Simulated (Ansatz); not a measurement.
System: sum formula InOH, net charge 1, doublet state. 
Coordinates optimised at B3LYP-D3(BJ)/def2-TZVP (Ansatz, a quantum-chemistry and plane-wave program):
```xyz
3

In    -0.1368    -0.1869    -0.2321
O      0.6435     0.9823     1.2795
H      1.5566     1.3010     1.1361
```
Charge +1, spin multiplicity 2.

Basis-set convergence of Hartree-Fock and CCSD correlation energies (hartree) with Ansatz. Cores are frozen in the correlated levels unless marked. Open shells are spin-unrestricted. No spin-orbit coupling. The frozen core is the preceding noble-gas configuration, with the filled d and f shells of earlier blocks. Past Kr the def2 sets carry scalar-relativistic core potentials.

The UHF reference is spin-contaminated (<S^2> 0.10 over the pure value in the largest basis). The T1 diagnostic of CCSD in the largest basis is 0.068, which is high, so the coupled-cluster rows are less sure than usual.

```csv
basis,functions,E(HF),"E(corr, CCSD)"
def2-SVPD,63,-264.34105,-0.23118
def2-TZVPPD,113,-264.43780,-0.27496
def2-QZVPPD,187,-264.44199,-0.29199
```

Extrapolating the two largest sets (X = 3 and 4) as X^-3: E(corr) = (64·(-0.29199) - 27·(-0.27496))/37 = -0.3044 Eh, an estimate of the basis-set limit. The largest set recovers 95.9 % of it, the smallest 75.9 %.
